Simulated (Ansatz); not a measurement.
`CN(C)[Si]F` + H₂ → `CN(C)[SiH]` + H–F at 298.15 K and 1 bar (hydrogenolysis of the Si–F bond).

Gas-phase electronic energies from Ansatz, PBE0-D4/def2-TZVP geometries. CCSD(T)/CBS adds triple-zeta CCSD(T) − MP2 to the extrapolated MP2 energy (def2 sets, frozen cores). This one scheme is used for every species. Each species was taken in one conformer, which may not be the lowest.

```csv
species,CCSD(T)/CBS energy (Eh),H − E (kJ/mol),S (J/(mol·K))
`CN(C)[Si]F`,-523.34250,244.4,329.7
H₂,-1.17544,35.1,130.4
`CN(C)[SiH]`,-424.06348,254.6,305.8
H–F,-100.39570,33.5,173.6
```

H − E and S are ideal-gas, rigid-rotor, harmonic terms from PBE0-D4/def2-TZVP, for one conformer and one mirror image of each species. The MP2-based limit puts H₂ 0.8 mEh under its directly extrapolated value; such offsets cancel only in part. 1 Eh = 2625.50 kJ/mol, R = 8.31446 J/(mol·K).

**Question.** By hand: ΔE, ΔH, ΔS and ΔG.

**Answer.** ΔE = (-424.06348) + (-100.39570) − (-523.34250) − (-1.17544) = 0.05876 Eh = 154.3 kJ/mol. Δ(H − E) = 254.6 + 33.5 − 244.4 − 35.1 = 8.6, so ΔH = 162.9 kJ/mol. ΔS = 305.8 + 173.6 − 329.7 − 130.4 = 19.3 J/(mol·K). ΔG = 162.9 − 298.15 × (19.3)/1000 = 157.1 kJ/mol.

**Question.** By hand: the equilibrium constant, and the temperature at which ΔG would vanish if ΔH and ΔS stayed fixed.

**Answer.** log₁₀ K = −ΔG/(RT ln 10) = -27.5. ΔG = 0 at ΔH/ΔS = 8440 K, far beyond where these terms or the molecules hold.

ΔH outweighs TΔS. A doubt of 5 kJ/mol in ΔE shifts log₁₀ K by 0.9 here. Other conformers and mirror images would add mixing entropy, several J/(mol·K) or more a flexible species. These are equilibria of isolated gas molecules and say nothing of rates. Largest T1 diagnostic: 0.015 (customary marks: 0.02 for closed shells, 0.045 for open ones).
